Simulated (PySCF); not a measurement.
SMILES CB(C)c1ccc(F)n1C, C$_{7}$H$_{11}$BFN

Geometry:
| atom | x (Å) | y (Å) | z (Å) |
| --- | --- | --- | --- |
| C1 | -2.303 | 0.681 | -0.946 |
| B2 | -1.464 | -0.411 | -0.161 |
| C3 | -2.174 | -1.741 | 0.327 |
| C4 | 0.023 | -0.103 | 0.084 |
| C5 | 0.706 | 1.053 | -0.312 |
| C6 | 2.053 | 0.981 | 0.090 |
| C7 | 2.157 | -0.237 | 0.731 |
| F8 | 3.215 | -0.792 | 1.292 |
| N9 | 0.979 | -0.892 | 0.741 |
| C10 | 0.797 | -2.191 | 1.340 |
| H11 | -3.357 | 0.401 | -1.091 |
| H12 | -2.282 | 1.650 | -0.418 |
| H13 | -1.867 | 0.874 | -1.941 |
| H14 | -2.094 | -1.868 | 1.420 |
| H15 | -1.700 | -2.637 | -0.111 |
| H16 | -3.242 | -1.771 | 0.067 |
| H17 | 0.247 | 1.878 | -0.852 |
| H18 | 2.855 | 1.699 | -0.055 |
| H19 | 0.460 | -2.924 | 0.595 |
| H20 | 1.757 | -2.524 | 1.752 |
| H21 | 0.060 | -2.151 | 2.154 |

Method: TDDFT CAM-B3LYP/aug-cc-pVDZ excited states, vertical, gas phase in PySCF. Geometry: PBE0-D3(BJ)/def2-SVP.

Question: How strongly do the lowest singlets absorb one photon, and two photons of half the energy?

Answer: δ for parallel linear polarisation; σ at the peak of a Lorentzian of half width 0.1 eV, single beam; Ω is circular over linear.
| state | E (eV) | f | photon λ (nm) | δ (au) | σ (GM) | Ω | main |
| --- | --- | --- | --- | --- | --- | --- | --- |
| S1 | 4.85 | 0.323 | 511 | 449 | 3.87 | 0.77 | HOMO→LUMO 0.96 |
| S2 | 5.40 | 0.000 | 459 | 57 | 0.61 | 1.50 | HOMO→LUMO+1 0.74, HOMO→LUMO+7 0.12 |
| S3 | 5.66 | 0.049 | 438 | 59.5 | 0.70 | 1.03 | HOMO−1→LUMO 0.94 |
| S4 | 6.00 | 0.000 | 414 | 0.29 | 0.00 | 1.50 | HOMO→LUMO+2 0.79, HOMO→LUMO+3 0.09 |
| S5 | 6.11 | 0.014 | 406 | 27.3 | 0.37 | 1.50 | HOMO→LUMO+3 0.64 |
| S6 | 6.25 | 0.000 | 397 | 0.42 | 0.01 | 1.48 | HOMO−2→LUMO 0.93 |

Among these, the strongest one-photon state is S1, the strongest two-photon state S1, with a dipole change of 3.3 D (relaxed, norm of the difference vector).
